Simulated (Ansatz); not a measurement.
`CCC(C)CC(C)CC(C)C`. Charge 0, multiplicity 1. Geometry PBE-D4/def2-SVP, basis def2-TZVP, Ansatz.

| run | HOMO (eV) | LUMO (eV) |
| --- | --- | --- |
| A | -7.27 | 0.81 |
| B | -7.11 | -0.03 |
| C | -7.02 | 0.20 |
| D | -8.32 | 0.99 |
| E | -8.48 | 1.38 |

**Question.** The runs used LDA (SPW92), PBE, PBE0, r2SCAN, r2SCAN0. Estimate which is which.

**Answer.** A r2SCAN (0 % exact exchange); B LDA (SPW92) (0 % exact exchange); C PBE (0 % exact exchange); D PBE0 (25 % exact exchange); E r2SCAN0 (25 % exact exchange). Exact exchange lowers occupied and raises empty levels; among semilocal functionals meta-GGAs tend to open the gap a little, and such runs are hard to tell apart. The gap grows from 7.08 eV (LDA (SPW92)) to 9.86 eV (r2SCAN0).
